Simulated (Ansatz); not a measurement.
Born–Oppenheimer molecular dynamics of BCl$_{2}$H$_{4}$NO (9 atoms, charge 0, multiplicity 1). It starts at the highest image of a converged band. Of that band: Neighbouring images differ by up to 1.4 eV, so the band resolves the path poorly. A vibrational analysis at the climbing image gives one clearly imaginary mode, 1353i cm⁻¹: a first-order saddle point.

These are results of Ansatz 0.2.0, RKS PBE0-D4/def2-mTZVP, not measurements.

```yaml
ensemble: NVE (velocity Verlet)
time_step: 0.5 fs
steps_asked: 200
starting_velocities_drawn_for: 300 K
seed: 11381
```

First frame:

```xyz
9
Properties=species:S:1:pos:R:3
B -0.183 0.120 0.311
N 0.018 0.311 1.828
H -0.665 -0.139 2.424
H 0.954 0.132 2.176
Cl 1.278 -0.478 -0.581
Cl -1.759 -0.725 -0.103
O -0.366 1.667 0.101
H -1.257 1.886 -0.205
H -0.278 1.542 1.258
```

Problem. How far do the bonds stretch over the last three quarters of this one trajectory? (Pairs bonded in most of those frames.)

Solution. 
| bond | mean (Å) | spread (Å) | shortest | longest |
| --- | --- | --- | --- | --- |
| B1–N2 | 1.674 | 0.079 | 1.55 | 1.78 |
| B1–Cl5 | 1.885 | 0.074 | 1.76 | 1.97 |
| B1–Cl6 | 1.892 | 0.057 | 1.78 | 1.98 |
| B1–O7 | 1.406 | 0.043 | 1.32 | 1.48 |
| N2–H3 | 1.025 | 0.024 | 0.97 | 1.08 |
| N2–H4 | 1.025 | 0.016 | 0.99 | 1.07 |
| N2–H9 | 1.044 | 0.076 | 0.92 | 1.15 |
| O7–H8 | 0.969 | 0.032 | 0.91 | 1.02 |

Mean temperature of the second half: 1051 K. The conserved energy stayed within 0.67 meV per atom of its start (net change -0.088 meV per atom), so the integration is sound. The kinetic energy rose, since the run started high on the potential surface and went downhill. A run of 0.1 ps of so small a system gives no equilibrium averages. The orbitals stay closed-shell, which can raise the energy where a bond breaks towards radicals; this wasn't checked here.

The run took 5.8 min on 4 threads of Arm Neoverse V1, with other jobs on the host, peak memory 0.28 GiB.
